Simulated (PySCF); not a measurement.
CrH₂O₂, SMILES [OH][Cr][OH] (connectivity only; charge and spin as stated), neutral, multiplicity 5. Atoms are numbered in the order given.

```xyz
5

Cr     0.0000     0.0000    -0.0130
O      0.0000    -1.8089     0.0990
H      0.0000    -2.4436    -0.6360
O      0.0000     1.8089     0.0990
H      0.0000     2.4436    -0.6360
```
Charge 0, spin multiplicity 5.

The structure is a stationary point at PBE-D3(BJ)/def2-TZVP. The geometry has at least one imaginary mode, so it is a saddle point at that level. The multiplicity is an assumed one; other spin states were not compared. The values are those of a single conformer.

All values below come from PySCF 2.14.0 with PBE-D3(BJ)/def2-TZVP.

Frequencies are harmonic and unscaled.

Computed normal modes with their intensities:
```csv
mode,ν (cm⁻¹),IR (km/mol),moving atoms (share of kinetic energy)
1,89i,1.0,"O 42 %, Cr 36 %, H 22 %"
2,159,0.4,"O 49 %, Cr 37 %, H 14 %"
3,474,195.5,"H 89 %, O 11 %"
4,525,0.0,"H 90 %, O 10 %"
5,530,55.5,"H 75 %, O 22 %"
6,609,0.3,"O 85 %, H 15 %"
7,732,211.3,"O 57 %, Cr 40 %"
8,3719,111.0,H 94 %
9,3722,24.0,H 94 %
```
